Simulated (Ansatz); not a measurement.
C4H9Al (`C=[CH][Al]([CH3])[CH3]`), one more setting.

```yaml
crystal:
  periodic: [false, false, false]
  atoms:
    - {symbol: C, position_ang: [-2.497569, -0.026597, -0.292015]}
    - {symbol: C, position_ang: [-1.363301, 0.297544, -0.918994]}
    - {symbol: Al, position_ang: [0.377761, 0.052134, -0.075902]}
    - {symbol: C, position_ang: [0.452776, -0.686133, 1.734033]}
    - {symbol: C, position_ang: [2.005156, 0.542801, -1.042791]}
    - {symbol: H, position_ang: [-3.482604, 0.106385, -0.737321]}
    - {symbol: H, position_ang: [-2.498054, -0.445964, 0.712303]}
    - {symbol: H, position_ang: [-1.473018, 0.712807, -1.922485]}
    - {symbol: H, position_ang: [1.278479, -1.396963, 1.839984]}
    - {symbol: H, position_ang: [-0.466569, -1.191847, 2.040004]}
    - {symbol: H, position_ang: [0.639170, 0.112070, 2.462356]}
    - {symbol: H, position_ang: [2.269230, -0.241715, -1.762367]}
    - {symbol: H, position_ang: [1.876866, 1.461696, -1.623023]}
    - {symbol: H, position_ang: [2.868477, 0.674484, -0.385184]}
basis:
  gaussian: {orbitals: cc-pVTZ, nuclear_model: gaussian}
total_charge: -1
magnetization: {spin_polarized: true, initial_magnetization: 1}
hamiltonian: {xc: {name: B97}, pseudopotentials: {relativity: none}}
output: {forces: true}
```

```sh
$ ansatz run in.yaml --threads 4 --pin off --events-out ev --progress --plain --max-ram 10444MiB
```

Shortened log:

```
Functional definition: B97
1481 factors; their error is unknown
mean field evaluation 1: about -10875.2111 eV, gradient 5.5e1 eV
mean field evaluation 2: about -10835.9621 eV, gradient 8.8e1 eV
mean field evaluation 4: about -10890.1501 eV, gradient 6.7e0 eV
mean field evaluation 8: about -10890.4631 eV, gradient 2.1e-1 eV
mean field evaluation 16: about -10890.4624 eV, gradient 1.0e-3 eV
mean field -10890.46242407 eV, -400.2171122639 hartree, gradient 5.2e-5 eV, S^2 0.757771; 0 other end points of the search recorded, 0 dependent functions left out
reference -10890.46246632 eV, -400.2171138168 hartree; 24, 23 occupied and 256, 257 virtual orbitals, 1481 factors
Total energy: -10890.46246632 eV, -400.2171138168 hartree
Atom 0 at    -2.497569    -0.026597    -0.292015 Å, force    -1.758813    -0.334344     0.563120 eV/Å
Atom 1 at    -1.363301     0.297544    -0.918994 Å, force     1.686459     0.219935    -0.251649 eV/Å
Atom 2 at     0.377761     0.052134    -0.075902 Å, force    -0.926132     0.274812    -0.696263 eV/Å
Atom 3 at     0.452776    -0.686133     1.734033 Å, force     0.266491    -0.095457     0.705378 eV/Å
Atom 4 at     2.005156     0.542801    -1.042791 Å, force     0.665337    -0.045642    -0.473677 eV/Å
Atom 5 at    -3.482604     0.106385    -0.737321 Å, force    -0.202239    -0.017661    -0.008316 eV/Å
Atom 6 at    -2.498054    -0.445964     0.712303 Å, force    -0.072502    -0.023353     0.054855 eV/Å
Atom 7 at    -1.473018     0.712807    -1.922485 Å, force     0.014167     0.057620    -0.136214 eV/Å
Atom 8 at     1.278479    -1.396963     1.839984 Å, force     0.045531    -0.138378     0.092629 eV/Å
Atom 9 at    -0.466569    -1.191847     2.040004 Å, force    -0.067421    -0.066212    -0.007249 eV/Å
Atom 10 at     0.639170     0.112070     2.462356 Å, force    -0.015943    -0.031067     0.156542 eV/Å
Atom 11 at     2.269230    -0.241715    -1.762367 Å, force     0.160925     0.013973    -0.044596 eV/Å
Atom 12 at     1.876866     1.461696    -1.623023 Å, force     0.036168     0.097055     0.014365 eV/Å
Atom 13 at     2.868477     0.674484    -0.385184 Å, force     0.167973     0.088719     0.031077 eV/Å
Dipole moment:     0.254023    -0.038839     0.122077 e Å
```

Hardware: 4 threads of an Arm Neoverse V2 on a shared host. Wall time 13 s, peak host memory 1.1 GiB.
